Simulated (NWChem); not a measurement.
Program: NWChem. System: silacyclobutane (C$_{3}$H$_{8}$Si), charge 0, spin multiplicity 1, at a geometry optimised with B3LYP/def2-SVP. Level: BLYP/def2-TZVP.

Output (cleaned and shortened):

```
             Northwest Computational Chemistry Package (NWChem) 7.3.0
             --------------------------------------------------------

                                NWChem Input Module
                                -------------------

 Scaling coordinates for geometry "geometry" by  1.889725989
 (inverse scale =  0.529177249)

 Turning off AUTOSYM since
 SYMMETRY directive was detected!

                             Geometry "geometry" -> ""
                             -------------------------

 Output coordinates in angstroms (scale by  1.889725989 to convert to a.u.)

  No.       Tag          Charge          X              Y              Z
 ---- ---------------- ---------- -------------- -------------- --------------
    1 C                    6.0000    -1.00199700    -0.90579900     0.00000000
    2 C                    6.0000    -0.14558800    -0.39974300    -1.20643300
    3 Si                  14.0000     0.64680500     0.84595700     0.00000000
    4 C                    6.0000    -0.14558800    -0.39974300     1.20643300
    5 H                    1.0000    -1.20086900    -1.99133100     0.00000000
    6 H                    1.0000    -1.98252500    -0.40127400     0.00000000
    7 H                    1.0000     0.58486500    -1.16061400    -1.52847500
    8 H                    1.0000    -0.70453900    -0.06554400    -2.09275700
    9 H                    1.0000    -0.00287300     2.19186400     0.00000000
   10 H                    1.0000     2.12939200     1.04136900     0.00000000
   11 H                    1.0000     0.58486500    -1.16061400     1.52847500
   12 H                    1.0000    -0.70453900    -0.06554400     2.09275700

 Effective nuclear repulsion energy (a.u.)     167.3834965079

            Nuclear Dipole moment (a.u.)
            ----------------------------
        X                 Y               Z
 ---------------- ---------------- ----------------
     0.0000170075     0.0000000000     0.0000000000

      Symmetry information
      --------------------

 Group name             Cs
 Group number              2
 Group order               2
 No. of unique centers     9

      Symmetry unique atoms

     1    2    3    5    6    7    8    9   10


 Summary of "ao basis" -> "" (spherical)
 ------------------------------------------------------------------------------
       Tag                 Description            Shells   Functions and Types
 ---------------- ------------------------------  ------  ---------------------
 *                         def2-tzvp                  on all atoms

                                 NWChem DFT Module
                                 -----------------

 Summary of "ao basis" -> "ao basis" (spherical)
 ------------------------------------------------------------------------------
       Tag                 Description            Shells   Functions and Types
 ---------------- ------------------------------  ------  ---------------------
 C                         def2-tzvp                11       31   5s3p2d1f
 Si                        def2-tzvp                13       37   5s5p2d1f
 H                         def2-tzvp                 4        6   3s1p

 Summary of "ao basis" -> "ao basis" (spherical)
 ------------------------------------------------------------------------------
       Tag                 Description            Shells   Functions and Types
 ---------------- ------------------------------  ------  ---------------------
 C                         def2-tzvp                11       31   5s3p2d1f
 Si                        def2-tzvp                13       37   5s5p2d1f
 H                         def2-tzvp                 4        6   3s1p

      Symmetry analysis of basis
      --------------------------

        a'        109
        a"         69

            General Information
            -------------------
          SCF calculation type: DFT
          Wavefunction type:  closed shell.
          No. of atoms     :    12
          No. of electrons :    40
           Alpha electrons :    20
            Beta electrons :    20
          Charge           :     0
          Spin multiplicity:     1
          Use of symmetry is: on ; symmetry adaption is: on
[...]
               write      read    awrite     aread      wait
               -----      ----    ------     -----      ----
     calls:        1         0         0         0         0
   data(b): 5.24e+05  0.00e+00  0.00e+00  0.00e+00
   time(s): 0.00e+00  0.00e+00  0.00e+00  0.00e+00  0.00e+00
rate(mb/s): 0.00e+00  0.00e+00
------------------------------------------------------------

   convergence    iter        energy       DeltaE   RMS-Dens  Diis-err    time
 ---------------- ----- ----------------- --------- --------- ---------  ------
 d= 0,ls=0.0,diis     1   -408.5000312672 -5.76D+02  7.73D-02  1.07D+00     5.8
 d= 0,ls=0.0,diis     2   -408.5581581586 -5.81D-02  2.47D-03  9.39D-02     7.2
 d= 0,ls=0.0,diis     3   -408.5434743887  1.47D-02  1.45D-03  2.13D-01     8.5
 d= 0,ls=0.0,diis     4   -408.5717392015 -2.83D-02  2.22D-04  1.25D-03     9.8
 d= 0,ls=0.0,diis     5   -408.5719181561 -1.79D-04  5.25D-05  1.54D-04    11.1
  Resetting Diis
 d= 0,ls=0.0,diis     6   -408.5719356634 -1.75D-05  1.41D-05  1.66D-05    12.5
 d= 0,ls=0.0,diis     7   -408.5719375226 -1.86D-06  8.96D-06  1.25D-06    13.8
 d= 0,ls=0.0,diis     8   -408.5719372358  2.87D-07  5.42D-06  3.49D-06    15.2

         Total DFT energy =     -408.571937235775
      One electron energy =     -892.538281461672
           Coulomb energy =      356.710525011701
    Exchange-Corr. energy =      -40.127677293666
 Nuclear repulsion energy =      167.383496507862

 Numeric. integr. density =       40.000005964167

     Total iterative time =     14.2s

                  Occupations of the irreducible representations
                  ----------------------------------------------

                     irrep           alpha         beta
                     --------     --------     --------
                     a'               14.0         14.0
                     a"                6.0          6.0

                       DFT Final Molecular Orbital Analysis
                       ------------------------------------

 Vector   18  Occ=2.000000D+00  E=-2.783070D-01  Symmetry=a'
              MO Center=  1.8D-01,  3.4D-01, -2.1D-14, r^2= 4.4D+00
   Bfn.  Coefficient  Atom+Function         Bfn.  Coefficient  Atom+Function
  ----- ------------  ---------------      ----- ------------  ---------------
   162     -0.169523  10 H  s               156      0.167887   9 H  s
    77     -0.150294   3 Si px              138      0.145371   6 H  s
     6     -0.132245   1 C  px              157      0.128351   9 H  s
    37      0.122357   2 C  px              105      0.122357   4 C  px
   163     -0.122409  10 H  s               144      0.118905   7 H  s

 Vector   19  Occ=2.000000D+00  E=-2.491571D-01  Symmetry=a"
              MO Center=  6.7D-02, -2.9D-02,  1.3D-13, r^2= 2.7D+00
   Bfn.  Coefficient  Atom+Function         Bfn.  Coefficient  Atom+Function
  ----- ------------  ---------------      ----- ------------  ---------------
    79      0.271214   3 Si pz               39     -0.170851   2 C  pz
   107     -0.170851   4 C  pz               38     -0.160759   2 C  py
   106      0.160759   4 C  py               41     -0.127343   2 C  py
   109      0.127343   4 C  py               42     -0.122863   2 C  pz
   110     -0.122863   4 C  pz               76      0.119052   3 Si pz

 Vector   20  Occ=2.000000D+00  E=-2.389438D-01  Symmetry=a'
              MO Center=  1.8D-02, -7.8D-02, -1.2D-13, r^2= 3.5D+00
   Bfn.  Coefficient  Atom+Function         Bfn.  Coefficient  Atom+Function
  ----- ------------  ---------------      ----- ------------  ---------------
    78      0.192142   3 Si py               38     -0.173501   2 C  py
   106     -0.173501   4 C  py              132     -0.150048   5 H  s
    66     -0.147155   3 Si s                 7      0.145001   1 C  py
    41     -0.135903   2 C  py              109     -0.135903   4 C  py
     6      0.128643   1 C  px              162      0.127648  10 H  s

 Vector   21  Occ=0.000000D+00  E=-1.270227D-02  Symmetry=a"
              MO Center=  6.8D-01,  8.8D-01, -2.6D-14, r^2= 5.4D+00
   Bfn.  Coefficient  Atom+Function         Bfn.  Coefficient  Atom+Function
  ----- ------------  ---------------      ----- ------------  ---------------
    36      1.830374   2 C  s               104     -1.830374   4 C  s
    82      1.257825   3 Si pz               14      0.419615   1 C  pz
    79      0.367229   3 Si pz              145     -0.340905   7 H  s
   169      0.340905  11 H  s               151     -0.307096   8 H  s
   175      0.307096  12 H  s                45      0.252288   2 C  pz

 Vector   22  Occ=0.000000D+00  E= 8.956230D-03  Symmetry=a'
              MO Center= -4.7D-02, -4.2D-01, -2.6D-14, r^2= 7.4D+00
   Bfn.  Coefficient  Atom+Function         Bfn.  Coefficient  Atom+Function
  ----- ------------  ---------------      ----- ------------  ---------------
     5      2.191351   1 C  s                36      1.339457   2 C  s
   104      1.339457   4 C  s                81      1.022011   3 Si py
   139     -0.973741   6 H  s               133     -0.966924   5 H  s
   145     -0.924543   7 H  s               169     -0.924543  11 H  s
    67     -0.594995   3 Si s                43      0.509770   2 C  px

 Vector   23  Occ=0.000000D+00  E= 2.784189D-02  Symmetry=a'
              MO Center= -2.8D-01, -1.6D-01, -8.0D-15, r^2= 6.4D+00
   Bfn.  Coefficient  Atom+Function         Bfn.  Coefficient  Atom+Function
  ----- ------------  ---------------      ----- ------------  ---------------
     5      1.242172   1 C  s               151     -0.996488   8 H  s
   175     -0.996488  12 H  s               139     -0.857065   6 H  s
   145      0.739866   7 H  s               169      0.739866  11 H  s
   133      0.663276   5 H  s                13      0.605064   1 C  py
   157     -0.603857   9 H  s                45     -0.487641   2 C  pz

------------------------------------------------------------
EAF file 0: "./mol.aoints.0" size=524288 bytes
------------------------------------------------------------
               write      read    awrite     aread      wait
               -----      ----    ------     -----      ----
     calls:        1         7         0         0         0
   data(b): 5.24e+05  3.67e+06  0.00e+00  0.00e+00
   time(s): 0.00e+00  0.00e+00  0.00e+00  0.00e+00  0.00e+00
rate(mb/s): 0.00e+00  0.00e+00
------------------------------------------------------------

 center of mass
 --------------
 x =   0.03334523 y =   0.04143470 z =  -0.00000000

 moments of inertia (a.u.)
 ------------------
         339.084213952227        -113.322097357592           0.000000000000
        -113.322097357592         301.331021578405           0.000000000000
           0.000000000000           0.000000000000         294.247883473964

     Multipole analysis of the density
     ---------------------------------

     L   x y z        total         alpha         beta         nuclear
     -   - - -        -----         -----         ----         -------
     0   0 0 0     -0.000000    -20.000000    -20.000000     40.000000

     1   1 0 0     -0.084466     -0.042242     -0.042242      0.000017
     1   0 1 0     -0.182510     -0.091255     -0.091255      0.000000
     1   0 0 1      0.000000      0.000000      0.000000      0.000000

     2   2 0 0    -26.219527    -55.460849    -55.460849     84.702171
     2   1 1 0     -0.642066    -32.348463    -32.348463     64.054860
     2   1 0 1     -0.000000     -0.000000     -0.000000      0.000000
     2   0 2 0    -26.492485    -66.057193    -66.057193    105.621901
     2   0 1 1     -0.000000     -0.000000     -0.000000     -0.000000
     2   0 0 2    -25.801624    -68.069296    -68.069296    110.336968

 Task  times  cpu:       15.2s     wall:       15.2s

 Total times  cpu:       15.2s     wall:       15.2s
```

### Question
Write an NWChem input that would produce this output.

### Answer
Several could match; the one computed here: 
```
start mol
memory heap 200 mb stack 900 mb global 1100 mb
geometry units angstroms nocenter noautoz
  C     -1.001997    -0.905799     0.000000
  C     -0.145588    -0.399743    -1.206433
  Si     0.646805     0.845957     0.000000
  C     -0.145588    -0.399743     1.206433
  H     -1.200869    -1.991331     0.000000
  H     -1.982525    -0.401274     0.000000
  H      0.584865    -1.160614    -1.528475
  H     -0.704539    -0.065544    -2.092757
  H     -0.002873     2.191864     0.000000
  H      2.129392     1.041369     0.000000
  H      0.584865    -1.160614     1.528475
  H     -0.704539    -0.065544     2.092757
  symmetry group Cs
end
basis spherical
  * library def2-tzvp
end
dft
  xc becke88 lyp
  semidirect memsize 60000000 filesize 0
  iterations 100
end
task dft energy
```
